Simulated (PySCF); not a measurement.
## Single point on Pb₂⁺

State: ⁴Σg⁻ (quartet), unpaired electrons σ ↑, π ↑↑.

An equivalent input (the run itself took its basis sets from the Basis Set Exchange, started from a PBE0 density and held the occupation σ 9α 8β, πx 5α 4β, πy 5α 4β, δx 2α 2β, δy 2α 2β):

```python
from pyscf import gto, dft
mol = gto.M(atom='Pb 0 0 0; Pb 0 0 2.941', basis={'Pb': 'def2-SVP'}, ecp={'Pb': 'def2-SVP'},
            charge=1, spin=3, verbose=4, symmetry='C2v')
mf = dft.UKS(mol, xc='HYB_MGGA_XC_R2SCAN0')
mf.grids.atom_grid = (80, 434)
mf.grids.prune = dft.gen_grid.treutler_prune
mf.irrep_nelec = {'A1': (11, 10), 'A2': (2, 2), 'B1': (5, 4), 'B2': (5, 4)}
mf.conv_tol = 1e-9
mf.max_cycle = 60
mf.diis_space = 10
mf.kernel()
```

The log (some set-up lines and the per-cycle HOMO/LUMO lines removed):

```
******** <class 'pyscf.dft.uks_symm.SymAdaptedUKS'> ********
method = SymAdaptedUKS
damping factor = 0
level_shift factor = 0
DIIS = <class 'pyscf.scf.diis.CDIIS'>
diis_start_cycle = 1
diis_space = 10
diis_damp = 0
SCF conv_tol = 1e-09
SCF conv_tol_grad = None
SCF max_cycles = 60
number electrons alpha = 23  beta = 20
Set gradient conv threshold to 3.16228e-05
init E= -385.564812753556
cycle= 1 E= -385.565279209936  delta_E= -0.000466  |g|= 0.00347  |ddm|= 0.0972
cycle= 2 E= -385.565293646409  delta_E= -1.44e-05  |g|= 0.00115  |ddm|= 0.0179
cycle= 3 E= -385.565294804583  delta_E= -1.16e-06  |g|= 0.000397  |ddm|= 0.00421
cycle= 4 E= -385.565294982692  delta_E= -1.78e-07  |g|= 5.14e-05  |ddm|= 0.00157
cycle= 5 E= -385.565294989068  delta_E= -6.38e-09  |g|= 1.95e-05  |ddm|= 0.000254
cycle= 6 E= -385.565294989456  delta_E= -3.88e-10  |g|= 2.41e-06  |ddm|= 4.61e-05
Extra cycle  E= -385.565294989463  delta_E= -7.39e-12  |g|= 1.45e-06  |ddm|= 9.17e-06
converged SCF energy = -385.565294989463  <S^2> = 3.757391  2S+1 = 4.0036938
```

Repeating this along the bond gives Re = 2.906 Å and ωe = 126 cm⁻¹.

A point of this curve took 1 CPU seconds beside 0.28 for the integrals (shared host).

These are scalar-relativistic numbers at best; spin–orbit coupling would shift them, the dissociation energy most. The state was picked by a PBE0 search and need not be the measured ground state.
